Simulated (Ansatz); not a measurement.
How methods differ on BHBr (SMILES [BH]Br)

BHBr has 3 atoms, charge 0, and is taken as a doublet. SMILES: `[BH]Br`. The shape is that of a PBE0-D4/def2-TZVP optimisation.

```
atom    x (Å)    y (Å)    z (Å)
   B  -0.0945  -0.5230  -0.1157
  Br   1.1810   0.5632   0.7098
   H  -1.0974  -0.1050  -0.6073
```

Each level gives the energy change with the B1–H3 bond stretched from 1.193 to 2.385 Å (eV). The values are calculated.

```json
{"level": "U-revPBE/STO-3G", "kind": "GGA", "program": "Ansatz", "value (eV)": "4.12", "less FCI/STO-3G": "+0.26", "CPU time (all runs)": "3.4 s"}
{"level": "U-r2SCAN/STO-3G", "kind": "meta-GGA", "program": "Ansatz", "value (eV)": "4.29", "less FCI/STO-3G": "+0.43", "CPU time (all runs)": "9.7 s"}
{"level": "UCAM-B3LYP/STO-3G", "kind": "range-separated hybrid", "program": "Ansatz", "value (eV)": "4.44", "less FCI/STO-3G": "+0.58", "CPU time (all runs)": "4.2 s"}
{"level": "UHSE06/STO-3G", "kind": "range-separated hybrid", "program": "Ansatz", "value (eV)": "4.39", "less FCI/STO-3G": "+0.53", "CPU time (all runs)": "4.5 s"}
{"level": "RPA@PBE/STO-3G", "kind": "RPA", "program": "Ansatz", "value (eV)": "3.98", "less FCI/STO-3G": "+0.12", "CPU time (all runs)": "4.6 s"}
{"level": "UMP2/STO-3G", "kind": "perturbation theory", "program": "Ansatz", "value (eV)": "4.22", "less FCI/STO-3G": "+0.36", "CPU time (all runs)": "0.78 s"}
{"level": "UCCSD/STO-3G", "kind": "coupled cluster or CI", "program": "Ansatz", "value (eV)": "3.89", "less FCI/STO-3G": "+0.03", "CPU time (all runs)": "1.3 s"}
{"level": "UCCSDT/STO-3G", "kind": "coupled cluster or CI", "program": "Ansatz", "value (eV)": "3.86", "less FCI/STO-3G": "0.00", "CPU time (all runs)": "5.2 s"}
{"level": "FCI/STO-3G", "kind": "exact in the basis", "program": "Ansatz", "value (eV)": "3.86", "less FCI/STO-3G": "0.00", "CPU time (all runs)": "2.9 s"}
```

FCI/STO-3G is exact within its basis and frozen core, so for wave-function methods in that basis the difference is their error; functionals converge differently with the basis, so for them it is only a difference. All-electron rows without a relativistic Hamiltonian named are non-relativistic. The first shape isn't each level's own minimum. The values span 3.86 to 4.44 eV. Spin contamination of the reference (⟨S²⟩ at least 0.1 too high) touches U-revPBE/STO-3G, U-r2SCAN/STO-3G, UCAM-B3LYP/STO-3G, UHSE06/STO-3G, RPA@PBE/STO-3G, UMP2/STO-3G, UCCSD/STO-3G, UCCSDT/STO-3G. All rows use very small basis sets, so none should be taken for the real molecule's value. In the correlated wave-function rows the outer d shell of Br is correlated, in sets not made for it. Times are those of the runs behind each value, whatever else they computed, on shared processors of several kinds: orders of magnitude only.
